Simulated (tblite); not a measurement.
C₅H₁₅NOSi₂.
Numbering: `[CH3:1][CH:2]([CH3:3])[O:4][Si@H:5]1[CH2:6][CH2:7][SiH2:8][NH:9]1` (hydrogens: H10, H11, H12 on C1; H13 on C2; H14, H15, H16 on C3; H17 on Si5; H18, H19 on C6; H20, H21 on C7; H22, H23 on Si8; H24 on N9)

Computed with GFN2-xTB (tblite), gas phase: L-BFGS steps from a force-field or distance-geometry start until the largest atomic force falls under 0.01 eV/Å.

Step 0: E = -785.2782 eV
```
atom  x, y, z in Å  |  force x, y, z in eV/Å
C1     -2.4789   -1.0117   -0.5017   -0.696  -0.741  -0.028
C2     -1.8787    0.3754   -0.4013   -1.174  -0.130   0.621
C3     -2.8673    1.3388    0.2473    0.068   1.144  -0.527
O4     -0.8243    0.3021    0.4873    2.984   0.596  -0.685
Si5     0.6566    0.7956   -0.1442   -1.469  -0.546  -0.048
C6      2.0140    0.3123    1.0589   -0.355  -0.511   0.741
C7      3.1157   -0.2822    0.1938   -0.106   0.258   0.077
Si8     2.0937   -1.4300   -0.8624   -0.535  -0.788  -0.741
N9      0.9982   -0.2181   -1.5918    1.143   0.690   0.667
H10    -3.3668   -0.9858   -1.1560    0.409  -0.118   0.191
H11    -1.7414   -1.7149   -0.9114   -0.263   0.242   0.157
H12    -2.8119   -1.3746    0.5012    0.394   0.347  -0.737
H13    -1.5938    0.7498   -1.3797    0.183  -0.114  -0.217
H14    -3.8836    1.0684   -0.0730    0.323   0.451   0.438
H15    -2.6990    1.2977    1.3301   -0.491  -0.131  -0.342
H16    -2.5990    2.3877   -0.0729   -0.541  -0.981   0.311
H17     0.6968    2.2327   -0.4529   -0.107  -0.102  -0.144
H18     2.3490    1.1516    1.6787   -0.036  -0.449   0.079
H19     1.5904   -0.5296    1.6687    0.510   1.024   0.068
H20     3.4741    0.5253   -0.4653    0.553  -0.375   0.493
H21     3.8994   -0.7955    0.7570    0.066   0.574  -0.089
H22     1.3551   -2.3756    0.0203    0.126   0.266  -0.431
H23     2.9138   -2.1396   -1.8374   -0.134   0.011  -0.213
H24     1.5761    0.3399   -2.2523   -0.851  -0.616   0.358
```

Question: Estimate the geometry and energy of step 1. (The exact step hangs on the optimiser's Hessian estimate; all steps are aligned on step 0, rigid shifts and turns removed.)

Answer: E = -785.5502 eV, largest force 1.011 eV/Å
```
atom  x, y, z in Å  |  force x, y, z in eV/Å
C1     -2.4889   -1.0223   -0.5021   -0.128  -0.134   0.070
C2     -1.8954    0.3735   -0.3924   -0.057  -0.051   0.227
C3     -2.8664    1.3552    0.2398    0.014   0.167   0.071
O4     -0.7817    0.3106    0.4775    0.574   0.136  -0.625
Si5     0.6356    0.7878   -0.1449    0.170  -0.013  -0.225
C6      2.0090    0.3050    1.0695   -0.245   0.022   0.009
C7      3.1142   -0.2785    0.1949   -0.369  -0.136   0.054
Si8     2.0861   -1.4413   -0.8730   -0.181  -0.261  -0.390
N9      1.0145   -0.2083   -1.5823    0.531   0.154   0.846
H10    -3.3609   -0.9875   -1.1533    0.076  -0.128  -0.025
H11    -1.7452   -1.7115   -0.9091   -0.164   0.131   0.086
H12    -2.8063   -1.3696    0.4906    0.179   0.100  -0.308
H13    -1.5912    0.7481   -1.3828   -0.028  -0.288   0.175
H14    -3.8790    1.0748   -0.0667    0.170   0.434   0.333
H15    -2.7060    1.2958    1.3252   -0.466  -0.036  -0.339
H16    -2.6067    2.3737   -0.0684   -0.301  -0.220   0.053
H17     0.6953    2.2312   -0.4549   -0.108  -0.183  -0.136
H18     2.3485    1.1452    1.6798   -0.040  -0.345   0.126
H19     1.5977   -0.5150    1.6697    0.278   0.482   0.406
H20     3.4820    0.5199   -0.4582    0.494  -0.206   0.374
H21     3.9004   -0.7873    0.7557    0.076   0.492  -0.041
H22     1.3569   -2.3718    0.0142    0.018   0.141  -0.348
H23     2.9119   -2.1394   -1.8404   -0.076  -0.064  -0.313
H24     1.5639    0.3311   -2.2472   -0.416  -0.193  -0.081
```

The energy changes by -0.2720 eV. The first-order estimate −F·Δx gives -0.4138 eV and the mean of the old and new forces, exact on a quadratic surface, -0.2677 eV. The step makes an angle of 0° with the force vector and moves no atom by more than 0.045 Å.

What follows is the cost of the whole relaxation. Time: 2.2 s. Hardware: Arm Neoverse V1, one thread (shared host).
